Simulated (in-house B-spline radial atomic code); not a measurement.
Ionising Zn III (Zn2+) with different functionals

Computed with a B-spline radial code for spherical atoms: non-relativistic Hamiltonian, point nucleus, spin-polarised at highest spin, spherical fractional occupations for the functionals, the average over the highest-spin determinants for Hartree-Fock. The ionisation energy is the difference of two self-consistent energies, [Ar] 3d10 → [Ar] 3d9, without Breit or QED terms; ε is the level of the shell that loses the electron (its least bound occupied spin orbital).

Hybrids are left out here: with spherical fractional occupations of an open shell their exact exchange keeps a self-interaction that integer-occupation calculations don't have.

```
           method          rung  ΔSCF (eV)  -ε(3d) (eV)
     Hartree-Fock  Hartree-Fock      37.47        41.74
         LDA VWN5           LDA      40.91        31.46
         LDA PW92           LDA      40.90        31.45
LDA exchange-only           LDA      39.14        29.80
              PBE           GGA          ?            ?
           PBEsol           GGA          ?            ?
             BLYP           GGA      40.54        31.11
             RPBE           GGA      40.41        30.96
             PW91           GGA      40.65        31.19
             BP86           GGA      40.61        31.16
             AM05           GGA      40.52        31.07
             OLYP           GGA      40.65        31.15
             TPSS      meta-GGA      40.37        30.92
             SCAN      meta-GGA      40.68        31.28
           r2SCAN      meta-GGA      40.69        31.28
            M06-L      meta-GGA      40.32        30.89
          revTPSS      meta-GGA      40.25        30.82
```

(1) What does PBEsol give?

(2) What does PBE give?

(3) How do they compare with the NIST value?

## Answers

(1) ΔSCF 40.50 eV, and -ε(3d) = 31.06 eV.

(2) ΔSCF 40.53 eV, and -ε(3d) = 31.08 eV.

(3) NIST lists 39.723 eV (measured, ground level to ground level). Errors run from -2.26 to +1.19 eV; revTPSS is closest (+0.53 eV), but part of that can be cancellation, since the calculations leave out relativity, Breit-QED terms, multiplet and fine-structure energies. Hartree-Fock also lacks correlation.
